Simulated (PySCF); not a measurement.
PySCF input for Si(F)(Me)2(SH) (C2H7FSSi), SMILES C[Si](C)(F)S, PBE/pcSseg-1. Coordinates come from a TPSSh-D3(BJ)/def2-SVP optimisation. The structure was generated by enumeration, and PubChem lists no compound with its InChIKey, so it may never have been made. Other conformers were not sampled.

```python
import numpy as np
from pyscf import gto, scf, dft
from pyscf.prop.nmr import rks as nmr

mol = gto.M(
    atom='''
    C     1.56714237   -0.13920830   -1.25039942
    Si    0.12183673   -0.31367815   -0.08087049
    C    -1.25810469   -1.35030259   -0.79395154
    F     0.65362032   -1.03567234    1.28647966
    S    -0.58960072    1.60347058    0.61071456
    H     1.26662624    0.38870058   -2.17074336
    H     2.38146081    0.43381292   -0.78041739
    H     1.95666934   -1.12977910   -1.53943891
    H    -2.07109079   -1.47393429   -0.06176899
    H    -1.68077450   -0.87568415   -1.69515542
    H    -0.88778958   -2.34932410   -1.07912311
    H    -0.97401293    2.00028941   -0.62480983
    ''',
    basis='pcSseg-1',
    charge=0,
    spin=0,
    max_memory=1600,
    verbose=3,
)
mf = dft.RKS(mol, xc='pbe')
mf.grids.level = 3
mf.conv_tol = 1e-10
mf.max_cycle = 100
mf.kernel()
n = nmr.NMR(mf)
n.verbose = 2
n.max_cycle_cphf = 60
sigma = n.kernel()
print('atom   isotropic/ppm   span/ppm')
for i, s in enumerate(sigma):
    w = np.linalg.eigvalsh((s + s.T) / 2)
    print(f'{mol.atom_symbol(i):2s}{i + 1:3d} {w.mean():14.3f} {w[2] - w[0]:11.3f}')
```

Output:

```
converged SCF energy = -867.499881076966
atom   isotropic/ppm   span/ppm
C   1        173.172      23.740
Si  2        280.299      57.836
C   3        173.179      23.765
F   4        331.179      31.638
S   5        673.810     201.428
H   6         31.162       8.486
H   7         30.490       9.884
H   8         30.632      10.723
H   9         30.492       9.887
H  10         31.165       8.479
H  11         30.632      10.727
H  12         31.444      17.150
```

Self-consistency was reached.
